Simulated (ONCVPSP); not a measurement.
## selenium, ONCV: configuration errors across variants

selenium (Se), optimised norm-conserving Vanderbilt (ONCV), made with ONCVPSP 4.0.1 (PBE, fully relativistic). Core [Ne], reference 3s2 3p6 3d10 4s2 4p3 (charge +1). Waves: 3s+4s: rc 0.95 bohr, ncon 4, nbas 9, qcut 14.2 1/bohr, 3 projectors, debl 0.4 Ha; 3p+4p: rc 1.00 bohr, ncon 4, nbas 8, qcut 10.8 1/bohr, 2 projectors; 3d: rc 0.80 bohr, ncon 4, nbas 9, qcut 16.8 1/bohr, 2 projectors, debl 3.8 Ha. Local part: polynomial inside 0.55 bohr (lpopt 5, dvloc0 -1 Ha). Core correction: Teter function, fcfact 5, rcfact 1.5.

Open shells are filled in proportion to 2j + 1.

In the s channel the program set the typed energies aside and used -8.229, -0.987, 0.250 Ha.

All-electron excitation energies from the reference (eV): (1) 3s2 3p6 3d10 4s2 4p4 -10.849; (2) 3s2 3p6 3d10 4s2 4p2 20.353; (3) 3s2 3p6 3d10 4s2 4p1 51.228; (4) 3s2 3p6 3d10 4s1 4p4 11.530.

Errors AE − PS in meV (a dash: test not solved or not reliable):

| change | (1) | (2) | (3) | (4) | bound ghosts | GHOST(+) flags above zero |
| --- | --- | --- | --- | --- | --- | --- |
| base | -0.3 | +0.7 | +2.1 | 0.0 | none | s |
| p: rc 0.7 | -1.1 | +1.8 | +4.4 | -0.8 | none | s |
| p: rc 0.82 | -1.1 | +1.8 | +4.4 | -0.8 | none | s |
| p: rc 1.14 | -0.4 | +0.7 | +2.0 | 0.0 | none | s |
| p: rc 1.26 | -0.2 | +0.5 | +1.3 | 0.0 | none | s |
| p: rc 1.36 | -0.2 | +0.3 | +0.5 | 0.0 | none | s |
| p: rc 1.46 | -0.1 | 0.0 | -0.4 | 0.0 | none | s |

(1) Give the same row for: p: rc 0.9.

## Answers

(1) -1.1, +1.8, +4.5, -0.8; bound ghosts: none; GHOST(+) flags above zero: s, p1/2.
